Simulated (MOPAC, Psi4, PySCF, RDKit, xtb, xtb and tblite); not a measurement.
Two geometries of SMILES Bc1ccccc1N, relaxed at GFN2-xTB with one dihedral held; other torsions can differ between them too.

Structure A

```
16

B     -2.0711     1.0619     0.0195
C     -0.6907     0.3805     0.1487
C     -0.1596    -0.3001    -0.9523
C      1.1378    -0.7720    -0.9717
C      1.9515    -0.5816     0.1354
C      1.4650     0.0819     1.2422
C      0.1601     0.5756     1.2577
N     -0.3343     1.1611     2.4035
H     -3.0275     0.4399    -0.2405
H     -2.1932     2.1997     0.2846
H     -0.7903    -0.4465    -1.8185
H      1.5179    -1.2816    -1.8445
H      2.9672    -0.9500     0.1332
H      2.0966     0.2380     2.1063
H     -1.1533     1.7356     2.2810
H      0.3485     1.5192     3.0526
```

Structure B

```
16

B     -2.0801     1.0018     0.0302
C     -0.6030     0.5661     0.1277
C      0.2960     1.0126    -0.8468
C      1.5747     0.5036    -0.9554
C      2.0025    -0.4713    -0.0658
C      1.1492    -0.9338     0.9140
C     -0.1500    -0.4353     1.0136
N     -0.9655    -0.8466     2.0455
H     -2.9281     0.1963    -0.0745
H     -2.3543     2.1255    -0.1497
H     -0.0353     1.7706    -1.5429
H      2.2370     0.8599    -1.7303
H      3.0034    -0.8715    -0.1391
H      1.4759    -1.6970     1.6072
H     -1.9508    -0.6795     1.9116
H     -0.7335    -1.7274     2.4768
```

Task: Which is lower in energy at the level B3LYP-D3(BJ)/def2-SVP // GFN2-xTB (Psi4 1.11), and by how much?

Result: B is lower, by 0.49 kcal/mol (dihedral H9–B1–C2–C3: 60° in A, 120° in B).

E(B) − E(A) in kcal/mol at the other levels, on the same two geometries: GFN2-xTB (xtb and tblite) -0.32; B3LYP/def2-SVP // GFN2-xTB (Psi4) -0.49; PBE/def2-SVP // GFN2-xTB (Psi4) -0.56; PBE-D3(BJ)/def2-SVP // GFN2-xTB (Psi4) -0.56; UFF // GFN2-xTB (RDKit) -0.36; PM3, restricted, heats of formation // GFN2-xTB (MOPAC) -0.29; AM1, restricted, heats of formation // GFN2-xTB (MOPAC) 0.21; GFN1-xTB // GFN2-xTB (xtb) -0.28; restricted B3LYP/6-31G*, spherical d, density fitting // GFN2-xTB (PySCF) -0.56; restricted LDA (SVWN5)/6-31G*, spherical d, density fitting // GFN2-xTB (PySCF) -0.74; restricted B3LYP/6-311+G**, spherical d, density fitting // GFN2-xTB (PySCF) -0.52; restricted Hartree-Fock/6-31G*, spherical d, density fitting // GFN2-xTB (PySCF) -0.44.
